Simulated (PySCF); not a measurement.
TeF₂.
Bonds: Te1–F2, Te1–F3.

Method: PBE0-D3(BJ)/def2-SVP geometry optimisation, gas phase, def2 core potentials past Kr (PySCF 2.14.0); density fitting, grid level 1; the optimiser is geomeTRIC in internal coordinates, started from a GFN2-xTB structure with every atom displaced at random (about 0.03 Å).

Step 0: E = -12716.7032 eV
```
atom  x, y, z in Å  |  force x, y, z in eV/Å
Te1     0.0645   -0.0828   -0.9076   -2.112   0.100   0.829
F2      1.3692   -0.0340    0.4589    0.785   0.004   0.559
F3     -1.4501    0.0195    0.4288    1.327  -0.104  -1.388
```

Step 1: E = -12716.8054 eV
```
atom  x, y, z in Å  |  force x, y, z in eV/Å
Te1    -0.0029   -0.0792   -0.8661    1.094  -0.036  -0.547
F2      1.4018   -0.0340    0.4689   -0.173  -0.017  -0.212
F3     -1.4152    0.0161    0.3773   -0.921   0.053   0.759
```

Problem. Estimate the geometry and energy of step 2. (The exact step hangs on the optimiser's Hessian estimate; all steps are aligned on step 1, rigid shifts and turns removed.)

Solution. E = -12716.8300 eV, largest force 0.327 eV/Å
```
atom  x, y, z in Å  |  force x, y, z in eV/Å
Te1     0.0191   -0.0800   -0.8722   -0.141   0.032   0.294
F2      1.4127   -0.0346    0.4626   -0.061  -0.014  -0.090
F3     -1.4482    0.0174    0.3897    0.201  -0.018  -0.204
```

The energy changes by -0.0246 eV. The first-order estimate −F·Δx gives -0.0668 eV and the mean of the old and new forces, exact on a quadratic surface, -0.0263 eV. The step makes an angle of 29° with the force vector and moves no atom by more than 0.035 Å.

What follows is the cost of the whole optimisation. On an Arm Neoverse V2 with one thread, no GPU, on a shared host, this took 5.1 s of wall time and 0.24 GiB of memory at its peak.
